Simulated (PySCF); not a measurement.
From one molecule to another.

First species: C6H9ClS.
SMILES: `C[C@@]1(CCl)CCC1=S`

Second species: C₃H₆FNSi.
SMILES: `N#C[SiH2]CCF`

Levels: CAM-B3LYP/def2-SVPD for dipole moment, HOMO energy, LUMO energy, HOMO–LUMO gap, static isotropic polarisability and electronic spatial extent ⟨r²⟩ about the centre of nuclear charge; TDDFT CAM-B3LYP/def2-SVPD for lowest singlet excitation; TDA CAM-B3LYP/def2-SVPD for lowest triplet excitation (Tamm–Dancoff); GFN2-xTB for rotational constant A and rotational constant C. Geometries: GFN2-xTB. Each structure is a single optimised conformer of the isolated species, non-relativistic unless stated; the electronic structure was computed with PySCF and density fitting.

Dipoles, sizes and rotational constants follow the conformer. The torsions of the flexible species, by atom-mapped SMILES:
- `[CH3:1][C@@:2]1([CH2:3][Cl:4])[CH2:5][CH2:6][C:7]1=[S:8]`: C1–C2–C3–Cl4 66°
- `[N:1]#[C:2][SiH2:3][CH2:4][CH2:5][F:6]`: C2–Si3–C4–C5 -62°, Si3–C4–C5–F6 -58°

```
                                                         property    column X   column Y
                                                    dipole moment      1.85 D     3.88 D
                                                      HOMO energy    -7.91 eV  -10.68 eV
                                                      LUMO energy    -1.19 eV    0.46 eV
                                                    HOMO–LUMO gap     6.72 eV   11.14 eV
                                        lowest singlet excitation     2.51 eV    7.21 eV
                         lowest triplet excitation (Tamm–Dancoff)     2.07 eV    6.01 eV
                                  static isotropic polarisability    103.4 au    65.1 au
electronic spatial extent ⟨r²⟩ about the centre of nuclear charge  1511 bohr²  833 bohr²
                                            rotational constant A   2.466 GHz  4.272 GHz
                                            rotational constant C   0.781 GHz  1.461 GHz
```

Which column belongs to which species?

Column X is the first species and column Y the second. The first has 17 atoms and 78 electrons, the second 12 and 54.

How does each property change from the first species to the second?

dipole moment +2.03 D; HOMO energy -2.77 eV; LUMO energy +1.65 eV; HOMO–LUMO gap +4.42 eV; lowest singlet excitation +4.70 eV; lowest triplet excitation (Tamm–Dancoff) +3.94 eV; static isotropic polarisability -38.3 au; electronic spatial extent ⟨r²⟩ about the centre of nuclear charge -678 bohr²; rotational constant A +1.806 GHz; rotational constant C +0.680 GHz.

On the first: The principal polarisabilities are 84.6, 99.4 and 126.1 au; their mean is the isotropic value. In atomic units the dipole is 0.73 e·bohr (1 au = 2.5417 D).

On the second: No computed singlet falls in the visible range (750 to 380 nm, 1.65 to 3.26 eV); S1 lies 3.95 eV above its blue end. A dipole of 3.88 D is allowed in C1, and pure rotational transitions are dipole-allowed.
